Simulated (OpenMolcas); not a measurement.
An OpenMolcas run meant for B+ (ANO-RCC-VTZP, DKH2; inactive shells 1s; intended active space 2 electrons in 9 orbitals (RAS2 2s 2p; RAS3 3d, at most 2 electrons)). One step of its input:

```
&CASPT2
Multistate=3 1 2 3
Frozen=0 0
IPAE=0.25
Imaginary=0.1
MaxIter=60
WThr=0.0 0.3 0.05
PrWF=0.5
NoMix
```

Lines from the output:

```
|        MOLCAS_PRINT = 2
  |       MOLCAS_SOURCE = <dir>
  |    MOLCAS_STRUCTURE = 0
  |
   --------------------------------------------------------------------------------------
++ ---------   Input file   ---------
>>> COPY JOB001 $Project.JobIph
&CASPT2
Multistate=3 1 2 3
Frozen=0 0
IPAE=0.25
Imaginary=0.1
MaxIter=60
WThr=0.0 0.3 0.05
PrWF=0.5
NoMix
-- ----------------------------------
>>> COPY JOB001 a.JobIph
*** symbolic link created: INPORB -> a.RasOrb
--- Start Module: caspt2 at  ---
()()()()()()()()()()()()()()()()()()()()()()()()()()()()()()()()()()()()()()()()()()()()()()()()()()
                                              &CASPT2
                                   only a single process is used
                       available to each process: 2.3 GB of memory, 1 thread
()()()()()()()()()()()()()()()()()()()()()()()()()()()()()()()()()()()()()()()()()()()()()()()()()()
 ###    ERROR: Unrecognized keyword: IPAE                                    ###
--- Stop Module: caspt2 at  /rc=_RC_INPUT_ERROR_ ---
.####################.
.# User input error #.
.####################.
```

Q: What is wrong with the input?

A: A keyword is misspelt. OpenMolcas reads the first four letters of a keyword, so the setting is refused or falls back to its default.
